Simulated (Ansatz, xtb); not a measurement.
Stretching the Cd1–H2 bond in CdH2O (SMILES [OH][CdH]) (multiplicity 1 held, fragments rigid). Energies count from the point at 1.644 Å.
Geometry at that point (charge 0, multiplicity 1):
| atom | x (Å) | y (Å) | z (Å) |
|---|---|---|---|
| Cd | -0.2673 | -0.0991 | -0.0305 |
| H | -1.7878 | -0.6990 | -0.2066 |
| O | 1.6116 | 0.5006 | 0.1771 |
| H | 1.7266 | 1.4525 | 0.2546 |

Restricted levels (R-, RO-) in cc, def2 and unpolarised 6-31G sets keep to the state of the molecule at rest. Active spaces are followed from a long bond inwards. Levels need not reach the same state.

Frozen-core correlation.

Run with Ansatz (Gaussian orbitals); xtb for the GFN methods.  In def2 rows elements past Kr take small-core potentials, without spin–orbit coupling. The GFN methods have no spin term and hold the electronic entropy of 300 K.

Energies in kcal/mol.

```csv
R (Å),GFN2-xTB,R-HF/def2-SVP,R-CCSD/def2-SVP,"FIC-MRCISD+Q on CASSCF(2,2)/def2-SVP"
1.315,18.2,32.8,27.8,28.0
1.480,2.2,7.5,5.5,5.7
1.644,0.0,0.0,0.0,0.0
1.808,2.8,1.9,2.9,2.8
1.973,7.6,8.7,10.0,9.7
2.219,16.2,23.0,23.6,23.0
2.466,25.5,38.6,37.4,36.2
2.877,41.0,63.2,56.1,53.5
3.288,55.0,84.1,68.1,63.7
3.781,68.0,104.4,75.9,69.2
4.439,78.9,124.4,80.1,71.4
5.261,84.9,141.2,81.8,71.9
```

Doubts at one or more of the structures used: a restricted determinant that unrestricted orbitals would lower (R-HF/def2-SVP, R-CCSD/def2-SVP); other coupled-cluster roots lie near (R-CCSD/def2-SVP); T1 above 0.05 (R-CCSD/def2-SVP).

Ansatz is a quantum-chemistry and plane-wave program.
